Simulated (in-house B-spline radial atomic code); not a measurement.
A fraction x of an electron is moved 5p → 6p in neutral praseodymium, starting from [Xe] 4f3 6s2 and keeping the highest spin. Method: scalar-relativistic (X2C) TPSSh, spin-polarised, spherical fractional occupations, Fermi nucleus of rms radius 4.8919 fm. Calculated with a B-spline radial code for spherical atoms.

Caution: exact exchange at fractional occupations of open shells leaves self-interaction of up to several eV.

```csv
x,E(x) - E(0) (eV),5p down level (eV),6p up level (eV)
0,0.0000,-21.806,-
0.125,2.6045,-22.262,-1.280
0.25,?,?,?
0.375,?,?,?
0.5,10.6331,-23.588,-1.763
0.625,13.3779,-24.012,-1.921
0.75,16.1556,-24.426,-2.076
0.875,18.9651,-24.831,-2.230
1,21.8056,-25.227,-2.382
```

What belongs in the row x = 0.25?

An energy change of 5.2454 eV; 5p down at -22.713 eV, 6p up at -1.442 eV.

What belongs in the row x = 0.375?

An energy change of 7.9219 eV; 5p down at -23.155 eV, 6p up at -1.603 eV.

Check Janak's theorem between x = 0.5 and 0.625.

The slope of the energy is 21.96 eV; the orbital levels give 21.96 eV (ε of the receiving orbital less ε of the emptying one, averaged over the two points).
